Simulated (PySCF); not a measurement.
Two-photon absorption: `InChI=1S/C6H6BF2N/c1-5-2-3-6(7(8)9)10-4-5/h2-4H,1H3`

Geometry:
```
atom   x (Å)   y (Å)   z (Å)
  C1  -2.649  -0.133   0.207
  C2  -1.156  -0.055   0.123
  C3  -0.411  -0.880  -0.720
  C4   0.972  -0.735  -0.768
  C5   1.587   0.237   0.030
  B6   3.134   0.438   0.001
  F7   3.741   1.356   0.719
  F8   3.892  -0.330  -0.767
  N9   0.874   1.031   0.849
 C10  -0.438   0.882   0.889
 H11  -2.999  -0.007   1.242
 H12  -3.115   0.667  -0.392
 H13  -3.025  -1.093  -0.172
 H14  -0.913  -1.633  -1.335
 H15   1.580  -1.369  -1.419
 H16  -0.983   1.543   1.575
```

Method: TDDFT CAM-B3LYP/aug-cc-pVDZ excited states, vertical, gas phase in PySCF 2.14.0. Geometry: PBE0-D3(BJ)/def2-SVP.

Problem. How strongly do the lowest singlets absorb one photon, and two photons of half the energy?

Solution. δ for parallel linear polarisation; σ at the peak of a Lorentzian of half width 0.1 eV, single beam; Ω is circular over linear.
| state | E (eV) | f | photon λ (nm) | δ (au) | σ (GM) | Ω | main |
| --- | --- | --- | --- | --- | --- | --- | --- |
| S1 | 4.45 | 0.003 | 558 | 0.66 | 0.01 | 1.50 | HOMO−1→LUMO 0.93 |
| S2 | 5.09 | 0.002 | 487 | 0.76 | 0.01 | 1.48 | HOMO−1→LUMO+1 0.92 |
| S3 | 5.26 | 0.101 | 472 | 17.6 | 0.18 | 0.65 | HOMO→LUMO 0.47, HOMO→LUMO+1 0.25 |
| S4 | 5.73 | 0.175 | 433 | 185 | 2.23 | 0.77 | HOMO→LUMO 0.43, HOMO→LUMO+1 0.32 |
| S5 | 6.71 | 0.325 | 369 | 13.3 | 0.22 | 1.01 | HOMO−2→LUMO 0.56, HOMO→LUMO+1 0.39 |
| S6 | 6.73 | 0.001 | 368 | 10.5 | 0.17 | 1.44 | HOMO→LUMO+2 0.82 |

Among these, the strongest one-photon state is S5, the strongest two-photon state S4, with a dipole change of 2.0 D (relaxed, norm of the difference vector).
